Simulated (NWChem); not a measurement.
SiH$_{3}$O cation; SMILES [OH+]=[SiH2]

```xyz
5

O     -0.0699    -1.0436     0.0000
Si    -0.0048     0.5428     0.0000
H      0.6660    -1.6836     0.0000
H      1.2849     1.2527     0.0000
H     -1.3244     1.1801     0.0000
```
Atoms are numbered in this order, from 1.

Results from NWChem. Coordinates come from a B3LYP/6-31G* (spherical d) optimisation. Total energies compare along this basis series because the functional is fixed.

```json
[
 {"level": "PBE/pcseg-1", "basis functions": "47", "energy (Ha)": "-365.9638", "highest occupied level (eV)": "-15.28", "orbital gap (eV)": "5.36"},
 {"level": "PBE/aug-pcseg-1", "basis functions": "77", "energy (Ha)": "-365.9710", "highest occupied level (eV)": "-15.31", "orbital gap (eV)": "5.37"},
 {"level": "PBE/pcseg-2", "basis functions": "106", "energy (Ha)": "-366.0495", "highest occupied level (eV)": "-15.24", "orbital gap (eV)": "5.37"},
 {"level": "PBE/STO-3G", "basis functions": "17", "energy (Ha)": "-361.6180", "highest occupied level (eV)": "-12.57", "orbital gap (eV)": "4.95"},
 {"level": "PBE/def2-SVP", "basis functions": "47", "energy (Ha)": "-365.8398", "highest occupied level (eV)": "-15.13", "orbital gap (eV)": "5.31"}
]
```
